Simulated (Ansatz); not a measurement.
Basis sets compared for [As7]3- (As₇³⁻). Total charge -3; singlet. Geometry r2SCAN-D4/def2-SVPD. Ansatz on 4 threads of Intel Xeon on a shared host; times are rough, and most runs start from earlier orbitals.

```csv
atom,x (Å),y (Å),z (Å)
As1,0.118,0.113,1.904
As2,-2.091,0.490,0.914
As3,-1.547,0.215,-1.369
As4,0.383,-1.498,-1.387
As5,0.745,-2.026,0.887
As6,0.895,1.025,-1.569
As7,1.496,1.680,0.620
```

The 6-31G sets use Cartesian d functions. A multiply charged anion in the gas phase is held together partly by the finite basis. At HF/STO-3G, HF/6-31G, PBE-D4/def2-SVP, PBE-D4/def2-SVPD and others the highest occupied level of the charge -3 singlet lies above zero (up to 10.86 eV). In Hartree–Fock with 6-31G, STO-3G the lack of diffuse functions raises the level. The electron is either unbound and held by the finite basis, or the level is raised by self-interaction error.

```json
{"level": "HF/STO-3G", "functions": "126", "energy (Eh)": "-15464.4310", "HOMO (eV)": "10.86", "LUMO (eV)": "19.76", "wall time": "2.8 s"}
{"level": "HF/6-31G", "functions": "203", "energy (Eh)": "-15636.8029", "HOMO (eV)": "4.73", "LUMO (eV)": "12.72", "wall time": "9.5 s"}
{"level": "PBE-D4/def2-SVP", "functions": "224", "energy (Eh)": "-15646.8499", "HOMO (eV)": "8.20", "LUMO (eV)": "10.68", "wall time": "5.5 s"}
{"level": "PBE0-D4/def2-SVP", "functions": "224", "energy (Eh)": "-15647.2859", "HOMO (eV)": "7.25", "LUMO (eV)": "11.32", "wall time": "13 s"}
```

Q: Estimate the rows for PBE-D4/def2-SVPD, PBE0-D4/def2-SVPD.

A: 
```json
{"level": "PBE-D4/def2-SVPD", "functions": "266", "energy (Eh)": "-15646.9145", "HOMO (eV)": "7.11", "LUMO (eV)": "9.25", "wall time": "6.5 s"}
{"level": "PBE0-D4/def2-SVPD", "functions": "266", "energy (Eh)": "-15647.3403", "HOMO (eV)": "6.32", "LUMO (eV)": "9.82", "wall time": "19 s"}
```
